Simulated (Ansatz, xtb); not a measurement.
**CH2Te: which of two structures lies lower**

We compare a, the triplet with the links of `C=[Te]`, with b, a singlet given by its coordinates. Both are isolated molecules in the gas phase, relaxed with PBE0-D3(BJ)/def2-SVP.

a (Å):

| atom | x (Å) | y (Å) | z (Å) |
| --- | --- | --- | --- |
| C | -0.2762 | -0.2687 | 0.8516 |
| Te | -1.0232 | 1.0896 | -0.4750 |
| H | -0.7954 | -1.2182 | 1.0042 |
| H | 0.5391 | 0.0193 | 1.5198 |

b (Å):

```yaml
atoms:
  - { symbol: C, position_ang: [-0.3608, -0.3444, 0.2502] }
  - { symbol: Te, position_ang: [0.6188, 0.3858, -1.3440] }
  - { symbol: H, position_ang: [1.6072, 1.4161, -0.4654] }
  - { symbol: H, position_ang: [-1.0637, -1.0621, -0.2473] }
```

Close contacts (Å): C1–Te2 2.01, C1–H4 1.12, Te2–H3 1.68.

Question: Estimate E(b) − E(a) at the level CCSD(T)/def2-TZVPP.

Answer: Calculated at CCSD(T)/def2-TZVPP: E(b) − E(a) = +1.083 eV, so structure a lies lower.

Level by level:

```tsv
level	geometry	E(b) − E(a) (eV)	departure from the last row (eV)	job, with rough time for the two
PBE0-D3(BJ)/def2-SVP	PBE0-D3(BJ)/def2-SVP	+1.485	+0.401	optimisation, 24 s
HF/def2-TZVPP	PBE0-D3(BJ)/def2-SVP	+2.056	+0.972	part of the CCSD(T) run
MP2/def2-TZVPP	PBE0-D3(BJ)/def2-SVP	+1.223	+0.140	part of the CCSD(T) run
CCSD(T)/def2-TZVPP	PBE0-D3(BJ)/def2-SVP	+1.083		single point, 33 s
```

The levels shown agree on the order. The largest departure from CCSD(T)/def2-TZVPP is that of HF/def2-TZVPP, 0.972 eV. At CCSD(T)/def2-TZVPP a singlet with the links of a lies below this triplet. Levels run at GFN2-xTB geometries aren't shown.

With harmonic frequencies from PBE0-D3(BJ)/def2-SVP (ideal gas, rigid rotor, one conformer each, 400 K, 1 atm): on the last row, ΔE + ΔZPE = +1.021, ΔH = +1.002, ΔG = +1.080 eV.

The T1 diagnostic of structure b is large, so the coupled-cluster value is less sure. Open shells are spin-unrestricted. The correlated steps freeze 5 core orbitals; the filled d shell of Te is correlated, in a basis made for valence electrons. Atoms past krypton carry core potentials in the def2 sets and no spin–orbit term is included. ΔG holds the spin degeneracy. Run with Ansatz 0.2.0; the last row on 1 thread of Intel(R) Xeon(R) 6975P-C (Granite Rapids) on a shared host.
